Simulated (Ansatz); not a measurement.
Reaction: BGeH4F (SMILES F[BH][GeH3]) → BGeH4 (SMILES [BH][GeH3], doublet) + F (doublet) (the B-F bond breaks)
Each species at its own B3LYP-D3(BJ)/def2-TZVP minimum (Ansatz, a program for electronic structure).

Property: bond dissociation energy (electronic), in kcal/mol. Open shells are spin-unrestricted; no spin-orbit coupling. Cores are frozen in correlated methods (noble-gas shells, and filled d and f shells in the p block). No relativity. CBS(X,Y): correlation extrapolated as X^-3, Hartree-Fock from the larger set. A bracket is a step between two methods taken in the basis named.

CCSD(T)/CBS(cc-pVTZ,cc-pVQZ) + [CCSDT(Q) - CCSD(T)]/cc-pVDZ (Ansatz) gives 168.1 kcal/mol.

Question: How far off this value is PBE/def2-TZVPD (Ansatz), in which direction, and how far these levels: r2SCAN/def2-TZVPD, B3LYP/def2-TZVPD, PBE0/def2-TZVPD, wB97M-V/def2-TZVPD, CCSD(T)/CBS(cc-pVTZ,cc-pVQZ)?

Answer: PBE gives 169.4 kcal/mol, 1.3 kcal/mol above it. Differences of the others: r2SCAN/def2-TZVPD (Ansatz) -4.2; B3LYP/def2-TZVPD (Ansatz) -3.4; PBE0/def2-TZVPD (Ansatz) -4.5; wB97M-V/def2-TZVPD (Ansatz) 0.6; CCSD(T)/CBS(cc-pVTZ,cc-pVQZ) (Ansatz) -0.2 kcal/mol.
